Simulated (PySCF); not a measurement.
Species: C₄H₆ClGaO₂.
Numbering: `[Cl:1][CH2:2][Ga@@H-:3]1[O:4][CH:5]=[CH:6][CH:7]=[O+:8]1` (hydrogens: H9, H10 on C2; H11 on Ga3; H12 on C5; H13 on C6; H14 on C7)

All values: PBE0/def2-SVPD (PySCF, non-relativistic), on one gas-phase PBE0-D3(BJ)/def2-SVP geometry that isn't relaxed in the solvent. The solvent is an IEF-PCM continuum (van der Waals radii × 1.2), and excitations are vertical TDDFT with non-equilibrium linear response and a frozen core. Only the electrostatic response of the medium enters. Spin–orbit coupling is left out although an atom past zinc is present.

Gas-phase singlets (H = HOMO, L = LUMO):

```tsv
state	E (eV)	λ (nm)	f	leading configurations
S1	4.007	309	0.017	H→L 97%
S2	4.402	282	0.001	H-3→L 98%
S3	4.903	253	0.107	H-1→L 91%
S4	5.154	241	0.004	H-2→L 96%
S5	5.601	221	0.025	H-4→L 71%, H-5→L 21%
```

Task: Give the list for acetonitrile (ε = 35.69), n² = 1.81.

Result: 
| state | E (eV) | λ (nm) | f | leading configurations | change by rank (eV) |
| --- | --- | --- | --- | --- | --- |
| S1 | 4.298 | 288 | 0.064 | H→L 94% | +0.291 |
| S2 | 4.463 | 278 | 0.002 | H-2→L 97% | +0.061 |
| S3 | 5.060 | 245 | 0.115 | H-1→L 92% | +0.157 |
| S4 | 5.692 | 218 | 0.011 | H-3→L 56%, H-4→L 30%, H-5→L 9% | +0.538 |
| S5 | 5.876 | 211 | 0.006 | H-4→L 44%, H-3→L 42%, H-5→L 10% | +0.275 |

Task: How do the frontier levels move from gas to acetonitrile?

Result: 
| orbital | gas (eV) | solvent (eV) | change (eV) | Löwdin shares, gas | Löwdin shares, solvent |
| --- | --- | --- | --- | --- | --- |
| LUMO+2 | 0.42 | 0.50 | +0.08 | Ga3 20 %, Cl1 13 %, C6 10 %, C5 9 % | Ga3 40 %, Cl1 16 %, O4 7 %, C2 6 % |
| LUMO+1 | 0.11 | 0.13 | +0.02 | Ga3 25 %, Cl1 21 %, C2 11 %, O8 10 % | Cl1 36 %, Ga3 19 %, C2 16 %, O8 8 % |
| LUMO | -2.35 | -2.01 | +0.34 | C7 26 %, C5 25 %, O4 16 %, O8 16 % | C7 26 %, C5 26 %, O4 16 %, O8 16 % |
| HOMO | -7.24 | -7.14 | +0.10 | Cl1 26 %, C2 19 %, C6 12 %, Ga3 10 % | C6 23 %, O8 13 %, O4 12 %, C2 11 % |
| HOMO-1 | -7.90 | -7.84 | +0.06 | Cl1 25 %, C6 22 %, O8 10 %, O4 10 % | Cl1 35 %, C2 17 %, C6 12 %, Ga3 8 % |
| HOMO-2 | -8.27 | -8.35 | -0.08 | Cl1 77 %, C2 13 % | O4 29 %, O8 28 %, C5 9 %, C7 9 % |
| HOMO-3 | -8.64 | -8.56 | +0.08 | O4 30 %, O8 30 %, C5 8 %, C7 8 % | Cl1 73 %, C2 14 %, H9 4 %, H10 4 % |

The HOMO–LUMO gap goes from 4.89 to 5.14 eV. Rows go by rank; for HOMO-3, HOMO-2, HOMO-1, HOMO, LUMO+1 and LUMO+2 the atom shares or the degeneracy differ between the runs, so the row needn't follow one orbital.

The values belong to the conformer `[Cl:1][CH2:2][Ga@@H-:3]1[O:4][CH:5]=[CH:6][CH:7]=[O+:8]1`: Cl1–C2–Ga3–O4 -73°.
